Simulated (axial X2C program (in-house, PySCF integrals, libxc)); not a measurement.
## CuCl⁺: properties at the nuclei

Computed with an axial X2C code built on PySCF integrals: two-component X2C with atomic mean-field Coulomb and Gaunt terms, Gaussian nuclei, basis Cu dyall-cv3z, Cl dyall-av3z with contracted cores.

R = 2.044 Å (near the PBE0 minimum at charge 1 of the determinant lowest at the starting distance; the state shown can have its own minimum elsewhere).

Determinant lowest in the PBE0 search, Ω = 3/2 (⟨Sz⟩ = 0.50, ⟨Lz⟩ = 1.00 at PBE0), spin on the atoms Cu 0.17, Cl 0.33:

| level | Eeff magnitude (GV/cm) | Ws magnitude Cu (kHz) | Ws magnitude Cl (kHz) | A∥/gI Cu (MHz) | qzz Cu (a.u.) | A∥/gI Cl (MHz) | qzz Cl (a.u.) |
| --- | --- | --- | --- | --- | --- | --- | --- |
| PBE0 | 0.0546 | 0.00285 | 0.00469 | 217 | 0.28 | 252 | 0.01 |
| HF | 0.0539 | 0.00341 | 0.0125 | 243 | -0.23 | 300 | -0.81 |
| r2SCAN | 0.0509 | 0.00295 | 0.00562 | 220 | 0.39 | 241 | 0.26 |
| TPSSh | 0.0594 | 0.00451 | 0.00396 | 230 | 0.40 | 244 | 0.22 |
| B3LYP | 0.0529 | 0.00246 | 0.00387 | 211 | 0.39 | 259 | 0.06 |

Determinant 0.09 eV from it at PBE0 and this distance, Ω = 1/2 (⟨Sz⟩ = -0.49, ⟨Lz⟩ = 0.99 at PBE0), spin on the atoms Cu -0.16, Cl -0.33:

| level | Eeff magnitude (GV/cm) | Ws magnitude Cu (kHz) | Ws magnitude Cl (kHz) | A∥/gI Cu (MHz) | qzz Cu (a.u.) | A∥/gI Cl (MHz) | qzz Cl (a.u.) |
| --- | --- | --- | --- | --- | --- | --- | --- |
| PBE0 | 0.0984 | 0.0362 | 0.0114 | 583 | 0.32 | 1180 | -0.01 |
| HF | 0.0487 | 0.0698 | 0.00723 | 226 | -0.92 | 1510 | -1.90 |
| r2SCAN | 0.0757 | 0.0223 | 0.0135 | 622 | 0.42 | 1020 | 0.23 |
| TPSSh | 0.0935 | 0.0337 | 0.00885 | 584 | 0.43 | 1080 | 0.20 |
| B3LYP | 0.0929 | 0.0319 | 0.00842 | 561 | 0.42 | 1200 | 0.03 |

Eeff is the effective electric field on the electron electric dipole moment in this Ω state and Ws the scalar–pseudoscalar constant of the nucleus named (defined with the proton number Z and per Ω); A∥ (defined per Ω) follows by multiplying with gI = μI/(I μN); qzz is the electric field gradient, eQq0 = 234.96 MHz × Q/barn × qzz. The operators were transformed with the bare-nucleus X2C matrices; with these basis sets, hyperfine constants and field gradients can be off by tens of per cent, and where levels differ in sign neither size nor sign is settled.

(1) With gI(63Cu) = 1.4824, gI(35Cl) = 0.5479 (g factors from the IAEA table of nuclear moments by Stone), turn the PBE0 values of the first state into constants in MHz.

Each state is one determinant with collinear spin. Unrestricted Hartree–Fock can overshoot spin polarisation at the nuclei. In the state Ω = 1/2 the sign of Eeff differs between levels (HF against PBE0). Where Eeff spreads by more than a factor of two the levels disagree and none is to be relied on. At HF a later determinant lies lower. The search compared states at one distance, so a state with another bond length can lie lower. The sign of Ws at Cu differs between levels in the second state. The sign of Ws at Cl differs between levels in the second state. Further determinants of the search, some of them spin-mixed, are not shown. Where a field gradient or hyperfine factor spreads by more than a factor of two over the levels, a constant derived from it is not to be relied on. PBE0 term energies can be off by some tenths of an eV.

Answers

(1) A∥(63Cu) = 217 × 1.4824 = 322 MHz; A∥(35Cl) = 252 × 0.5479 = 138 MHz.
